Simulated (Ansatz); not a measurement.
CH2N (SMILES C#[NH+]), charge +1, singlet, at a GFN2-xTB geometry. Base run: CAM-B3LYP/6-31G* (Ansatz, a quantum-chemistry and plane-wave program).

The Ansatz input:
Ansatz 0.2 input:
```yaml
crystal:
  periodic: [false, false, false]
  atoms:
    - {symbol: C, position_ang: [-0.00000000, -0.00000000, -0.60033820]}
    - {symbol: N, position_ang: [0.00000000, 0.00000000, 0.53266727]}
    - {symbol: H, position_ang: [-0.00000000, -0.00000000, -1.67488159]}
    - {symbol: H, position_ang: [0.00000000, 0.00000000, 1.54823991]}
basis:
  gaussian:
    orbitals: 6-31G*
hamiltonian:
  xc: cam_b3lyp
total_charge: 1
```

Variants of this job, named by their change:

| change | ΔE vs base (mEh) |
|---|---|
| base | 0.000 |
| nuclear_model = gaussian | 0.010 |
| lower_state_search = off | 0.000 |
| point_charge = charge:-1.0 position_ang:-4.4092, -0.7328, 1.145 | -110.1 |
| point_charge = charge:0.5 position_ang:3.1255, -1.6684, -3.0236 | 57.586 |
| final_grid = 4, 8, 17 | … |
| accuracy = high | 0.001 |
| lower_state_search = light | 0.000 |
| final_grid = 10, 20, 41 | 0.000 |
| final_grid = 6, 12, 29 | 0.002 |
| lower_state_search = full | 0.000 |

Complete the blanks.


- final_grid = 4, 8, 17, ΔE vs base (mEh): 0.143
